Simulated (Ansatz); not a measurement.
Cost and result for the atomization energy of C2H5NSi (`N#CC[SiH3]`) (9 atoms, 8 bonds).

| atom | x (Å) | y (Å) | z (Å) |
| --- | --- | --- | --- |
| N1 | 1.446 | 1.119 | -2.007 |
| C2 | 0.554 | 0.746 | -1.382 |
| C3 | -0.531 | 0.262 | -0.563 |
| Si4 | 0.101 | -0.534 | 1.043 |
| H5 | -1.113 | -0.475 | -1.124 |
| H6 | -1.201 | 1.090 | -0.314 |
| H7 | -1.083 | -0.998 | 1.811 |
| H8 | 0.974 | -1.684 | 0.709 |
| H9 | 0.853 | 0.475 | 1.826 |

Total charge 0; spin multiplicity 1. All single points use the PBE0-D4/def2-TZVP geometry. Program: Ansatz. All runs use 2 threads of an AMD EPYC 7B13 on a shared host. Times are those of one run each, without the atoms' runs, and a repeat can differ threefold. Electronic energies, without spin–orbit coupling; frozen cores. CCSD(T)/CBS adds CCSD(T) − MP2 in def2-TZVPP to the MP2 limit, and its time is that of the two runs behind it. T1 = 0.013. B3LYP takes the VWN-RPA correlation (the form of Gaussian; ORCA's B3LYP/G).

CCSD(T)/CBS is a level of theory with its own doubt, some kJ/mol a heavy atom from the limit and from the frozen cores, so smaller differences don't rank the functionals.

```
                            level  functions  wall time
           LDA (SPW92)/def2-TZVPP        205      1.1 s
             revPBE-D4/def2-TZVPP        205      1.8 s
  PBE-D4/def2-TZVPP (with forces)        205      2.4 s
               PBE0-D4/def2-TZVPP        205      2.4 s
                 CCSD(T)/def2-SVP         85      2.4 s
          CAM-B3LYP-D4/def2-TZVPP        205      2.6 s
B3LYP-D4/def2-TZVPP (with forces)        205      3.5 s
            r2SCANh-D4/def2-TZVPP        205      3.7 s
                B2PLYP/def2-TZVPP        205      4.3 s
              PBE-QIDH/def2-TZVPP        205      4.5 s
                   MP2/def2-QZVPP        391       16 s
               CCSD(T)/def2-TZVPP        205       44 s
                CCSD(T)/CBS(def2)          –       60 s
```

What atomization energy does each give, and how far from CCSD(T)/CBS? (An estimate is asked.)

Computed: 
```json
{"level": "LDA (SPW92)/def2-TZVPP", "atomization (kcal/mol)": "934.2", "difference from CCSD(T)/CBS": "110.9", "per bond": "13.9"}
{"level": "revPBE-D4/def2-TZVPP", "atomization (kcal/mol)": "822.6", "difference from CCSD(T)/CBS": "-0.7", "per bond": "-0.1"}
{"level": "PBE-D4/def2-TZVPP (with forces)", "atomization (kcal/mol)": "841.3", "difference from CCSD(T)/CBS": "18.0", "per bond": "2.3"}
{"level": "PBE0-D4/def2-TZVPP", "atomization (kcal/mol)": "824.4", "difference from CCSD(T)/CBS": "1.1", "per bond": "0.1"}
{"level": "CCSD(T)/def2-SVP", "atomization (kcal/mol)": "780.2", "difference from CCSD(T)/CBS": "-43.1", "per bond": "-5.4"}
{"level": "CAM-B3LYP-D4/def2-TZVPP", "atomization (kcal/mol)": "828.3", "difference from CCSD(T)/CBS": "5.0", "per bond": "0.6"}
{"level": "B3LYP-D4/def2-TZVPP (with forces)", "atomization (kcal/mol)": "826.7", "difference from CCSD(T)/CBS": "3.4", "per bond": "0.4"}
{"level": "r2SCANh-D4/def2-TZVPP", "atomization (kcal/mol)": "816.7", "difference from CCSD(T)/CBS": "-6.6", "per bond": "-0.8"}
{"level": "B2PLYP/def2-TZVPP", "atomization (kcal/mol)": "819.0", "difference from CCSD(T)/CBS": "-4.3", "per bond": "-0.5"}
{"level": "PBE-QIDH/def2-TZVPP", "atomization (kcal/mol)": "817.6", "difference from CCSD(T)/CBS": "-5.7", "per bond": "-0.7"}
{"level": "MP2/def2-QZVPP", "atomization (kcal/mol)": "827.9", "difference from CCSD(T)/CBS": "4.6", "per bond": "0.6"}
{"level": "CCSD(T)/def2-TZVPP", "atomization (kcal/mol)": "801.9", "difference from CCSD(T)/CBS": "-21.4", "per bond": "-2.7"}
{"level": "CCSD(T)/CBS(def2)", "atomization (kcal/mol)": "823.3", "difference from CCSD(T)/CBS": "0.0", "per bond": "0.0"}
```

The D4 term adds +6.0 kcal/mol with B3LYP and +3.1 kcal/mol with PBE0; it sums over pairs of atoms, weighted by their polarisabilities, and B3LYP, whose exchange is more repulsive, gets the larger term. From BLYP to BHLYP (50 % exact exchange), in def2-TZVPP and without D4, the atomization energy moves by −23.2 kcal/mol: exact exchange takes away binding that semilocal exchange gives to molecules. At CCSD(T), def2-SVP lies −43.1 kcal/mol from the extrapolated value and def2-TZVPP −21.4 kcal/mol: correlation converges slowly with the basis, and small sets miss more of it in the bonded molecule than in its fragments.
